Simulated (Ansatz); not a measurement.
Start from `CBNCO` and change one atom or group to get `OCN[SiH2]S`.

Ansatz, PBE0-D4/def2-TZVP geometries, multiplicity 1. Each molecule was computed in one conformer, which needn't be the lowest.

```csv
property,`CBNCO`
HOMO energy (B3LYP/def2-TZVPP) / eV,-7.74
size of the dipole moment (PBE/def2-TZVPP) / D,0.52
size of the dipole moment (B3LYP/def2-TZVPP) / D,0.56
HOMO–LUMO gap (ωB97M-V/def2-TZVPP) / eV,12.51
HOMO energy (PBE/def2-TZVPP) / eV,-6.48
size of the dipole moment (ωB97M-V/def2-TZVPP) / D,0.59
```

What does the change do to each property? (Estimate.)

Computed: 
```tsv
property	`OCN[SiH2]S`	shift
HOMO energy (B3LYP/def2-TZVPP) / eV	-7.10	0.64
size of the dipole moment (PBE/def2-TZVPP) / D	1.32	0.80
size of the dipole moment (B3LYP/def2-TZVPP) / D	1.44	0.88
HOMO–LUMO gap (ωB97M-V/def2-TZVPP) / eV	11.35	-1.16
HOMO energy (PBE/def2-TZVPP) / eV	-5.97	0.51
size of the dipole moment (ωB97M-V/def2-TZVPP) / D	1.42	0.83
```

With PBE0 the HOMO rises by 0.63 eV and the LUMO falls by 0.48 eV, so the gap narrows by about 1.11 eV. PBE moves the HOMO by 0.51 eV and ωB97M-V by 0.76 eV. Dipoles are sizes alone; their direction can turn.

B3LYP here is the variant with VWN-RPA as its local correlation; programs differ in this.
